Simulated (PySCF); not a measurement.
Isomers of C5H8N2O2, one GFN2-xTB conformer each. Single-point energies are computed at PBE0/pcSseg-1 (PySCF, gas phase, no added dispersion term), electronic only.

```json
{"SMILES": "COc1cn[nH]c1OC", "GFN2-xTB relative energy (kJ/mol)": "29.1"}
{"SMILES": "CC(C)Oc1ncno1", "GFN2-xTB relative energy (kJ/mol)": "2.8"}
{"SMILES": "C=C(CC(N)=O)NC=O", "GFN2-xTB relative energy (kJ/mol)": "0.0"}
```

Conformers: `[CH3:1][O:2][c:3]1[cH:4][n:5][nH:6][c:7]1[O:8][CH3:9]` with C1–O2–C3–C4 0°, N6–C7–O8–C9 180°; `[CH3:1][CH:2]([CH3:3])[O:4][c:5]1[n:6][cH:7][n:8][o:9]1` with C1–C2–O4–C5 -161°, C2–O4–C5–N6 1°; `[CH2:1]=[C:2]([CH2:3][C:4]([NH2:5])=[O:6])[NH:7][CH:8]=[O:9]` with C1–C2–C3–C4 -87°, C2–C3–C4–N5 -93°, C3–C4–N5–H 178° and 4°, C1–C2–N7–C8 176°, C2–N7–C8–O9 -3°.

What does PBE0/pcSseg-1 give for the same structures?

```json
{"SMILES": "C=C(CC(N)=O)NC=O", "PBE0/pcSseg-1 E (Eh)": "-454.75481", "PBE0/pcSseg-1 (kJ/mol)": "0.0", "GFN2-xTB (kJ/mol)": "0.0", "point group": "C1"}
{"SMILES": "CC(C)Oc1ncno1", "PBE0/pcSseg-1 E (Eh)": "-454.69646", "PBE0/pcSseg-1 (kJ/mol)": "153.2", "GFN2-xTB (kJ/mol)": "2.8", "point group": "C1"}
{"SMILES": "COc1cn[nH]c1OC", "PBE0/pcSseg-1 E (Eh)": "-454.67277", "PBE0/pcSseg-1 (kJ/mol)": "215.4", "GFN2-xTB (kJ/mol)": "29.1", "point group": "Cs"}
```

Both levels put the same isomer lowest; measured from each level's own lowest isomer, the values differ by up to 186.3 kJ/mol (COc1cn[nH]c1OC: 29.1 against 215.4). As drawn, the lowest has a C=O bond, a C(=O)–N unit and a C=C bond outside aromatic rings, which the highest lacks; the highest has an aromatic ring and an N–N linkage, which the lowest lacks.

Which frontier levels, dipoles and rotational constants go with these structures?

```
          SMILES  HOMO (eV, PBE0/pcSseg-1)  LUMO (eV)  dipole (D)      A, B, C (MHz)
C=C(CC(N)=O)NC=O                     -6.83      -0.78        4.41  2182, 1502, 978.6
   CC(C)Oc1ncno1                     -7.68      -0.16        3.45  4486, 1014, 907.7
  COc1cn[nH]c1OC                     -5.78       0.89        2.36  2035, 1796, 965.7
```
